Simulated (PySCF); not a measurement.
# GaCl under electron impact: the energy ladder

PBE0 in PySCF with def2-TZVPPD on every atom, for the lowest determinant that a PBE0 search found; no spin–orbit coupling.

```csv
species,state (unpaired electrons),Re (Å),ωe (cm⁻¹),energy of the minimum from the neutral (eV),De (eV),dissociates to
GaCl,singlet (closed shell),2.218,363,0.00,4.85,Ga + Cl
GaCl⁺,doublet (σ ↑),2.088,428,9.71,1.13,Ga⁺ + Cl
GaCl⁻,doublet (π ↑),2.403,240,-0.13,1.40,Ga + Cl⁻
```

**Question.** Work out the lowest energy to break GaCl into atoms, from its vibrational ground state.

**Answer.** D0 = De − ωe/2 = 4.85 − 0.02 = 4.83 eV (PBE0/def2-TZVPPD).

**Question.** Work out the ionisation energy of the Ga atom at this level and the threshold of dissociative ionisation.

**Answer.** IE(Ga) = 9.71 + 1.13 − 4.85 = 5.99 eV, so Ga⁺ + Cl + e⁻ appears at D0 + IE(Ga) = 10.82 eV (PBE0/def2-TZVPPD). The measured IE(Ga) is 5.999 eV (NIST ASD).

**Question.** Work out the electron affinity of the Cl atom and the threshold of dissociative attachment.

**Answer.** EA(Cl) = 4.85 − 1.40 − (-0.13) = 3.58 eV, so Ga + Cl⁻ needs D0 − EA(Cl) = 1.25 eV (PBE0/def2-TZVPPD). The measured EA(Cl) is 3.613 eV.

**Question.** At which energy does ion-pair formation open?

**Answer.** Ga⁺ + Cl⁻ lies at D0 + IE(Ga) − EA(Cl) = 7.24 eV (PBE0/def2-TZVPPD).

These are thermodynamic thresholds; the onsets seen under electron impact lie higher where the geometry changes, and cross-sections peak well above them.

For an ion De counts to the pair picked by the measured ionisation energies or electron affinities, which need not be the lowest pair at this level. The highest Kohn–Sham level is positive in this anion. Much of that is self-interaction error, but it also means that the finite basis helps to hold the extra electron. States were picked by a PBE0 search and need not be the measured ground states.
